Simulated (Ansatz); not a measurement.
[V(H2O)6]2+ (VO₆H₁₂²⁺). Total charge 2; quartet. Geometry PBE-D4/def2-SVP; atoms count from 1.

Cartesian coordinates in Å:
```
V 0.0016 -0.0005 0.0010
O -0.5149 0.9666 1.8321
H 0.0801 1.5442 2.3504
H -1.3419 0.8882 2.3472
O 0.5149 -0.9727 -1.8284
H -0.0813 -1.5559 -2.3389
H 1.3408 -0.9003 -2.3462
O 0.7703 -1.6827 1.0646
H 0.8206 -1.8046 2.0331
H 1.1747 -2.4778 0.6645
O -0.7681 1.6785 -1.0683
H -1.1771 2.4740 -0.6738
H -0.8074 1.7993 -2.0375
O 1.8988 0.9721 0.1141
H 2.1340 1.8221 -0.3081
H 2.7283 0.6092 0.4828
O -1.9007 -0.9625 -0.1140
H -2.7251 -0.5885 -0.4833
H -2.1475 -1.8088 0.3088
```

Estimate the Mulliken populations from the PBE0/def2-TZVP orbitals of Ansatz.


| atom | charge (e) | spin (α − β) | d electrons |
| --- | --- | --- | --- |
| V1 | 1.05 | 3.09 | 3.54 |
| O2 | -0.64 | -0.02 | – |
| H3 | 0.40 | 0.00 | – |
| H4 | 0.40 | 0.00 | – |
| O5 | -0.64 | -0.02 | – |
| H6 | 0.40 | 0.00 | – |
| H7 | 0.40 | 0.00 | – |
| O8 | -0.64 | -0.02 | – |
| H9 | 0.40 | 0.00 | – |
| H10 | 0.40 | 0.00 | – |
| O11 | -0.64 | -0.02 | – |
| H12 | 0.40 | 0.00 | – |
| H13 | 0.40 | 0.00 | – |
| O14 | -0.64 | -0.02 | – |
| H15 | 0.40 | 0.00 | – |
| H16 | 0.40 | 0.00 | – |
| O17 | -0.64 | -0.02 | – |
| H18 | 0.40 | 0.00 | – |
| H19 | 0.40 | 0.00 | – |
Mulliken values depend strongly on the basis.

Where does the spin sit?

Summed by element: V 3.09, O -0.11, H 0.02, of 3 unpaired in all. Largest on single atoms: V1 3.09, O17 -0.02, O14 -0.02.
